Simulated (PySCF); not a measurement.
## Nuclear quadrupole coupling in `O=C[SiH2]F`

Species: CH3FOSi.
Structure used (PBE0-D3(BJ)/def2-SVP), in Å, numbered top down from 1:
```
atom  x, y, z in Å
O1     1.854   -0.914   -0.085
C2     1.171    0.082   -0.112
Si3   -0.722   -0.141    0.121
F4    -1.469    1.303    0.074
H5     1.639    1.093   -0.267
H6    -0.960   -0.766    1.449
H7    -1.232   -0.988   -0.990
```

Field gradients from the PBE0/pcSseg-1 density (PySCF, non-relativistic), principal values in atomic units, ordered |Vxx| ≤ |Vyy| ≤ |Vzz|:

```tsv
atom	Vxx	Vyy	Vzz
O1	0.3585	1.8223	-2.1808
```

Find the asymmetry η = (Vxx − Vyy)/Vzz and the couplings χ = eQV/h (234.96 MHz × Q in barn × V in au), with Q(17O) = −0.0256 b.

```csv
atom,environment,nucleus,η,χzz (MHz),χxx (MHz),χyy (MHz)
O1,carbonyl oxygen,17O,0.67,13.12,-2.16,-10.96
```

The tensor is traceless: Vxx + Vyy + Vzz = 0.

What is Vzz at O1 in SI units (1 au = 9.71736 × 10²¹ V/m²)?

-2.1808 au = -21.192 × 10²¹ V/m².

And the gradient at the other heavy atoms, for which no coupling is worked out here?

```tsv
atom	environment	Vzz (au)	η
C2	carbonyl carbon	0.582	0.13
Si3	fluorine-bound silicon	0.761	0.24
F4	silicon-bound fluorine	1.344	0.04
```

What couplings would deuterons (Q(2H) = 0.00286 b) have in place of the hydrogens, at this geometry?

| atom | bonded to | bond length (Å) | Vzz (au) | η | χzz (kHz) |
| --- | --- | --- | --- | --- | --- |
| H5 | C2 | 1.125 | 0.2425 | 0.01 | 163 |
| H6 | Si3 | 1.487 | 0.1389 | 0.02 | 93 |
| H7 | Si3 | 1.487 | 0.1388 | 0.02 | 93 |

The structure is a single PBE0-D3(BJ)/def2-SVP conformer in the gas phase; no vibrational or solvent corrections. With a basis this small, the couplings can be 20 % off.
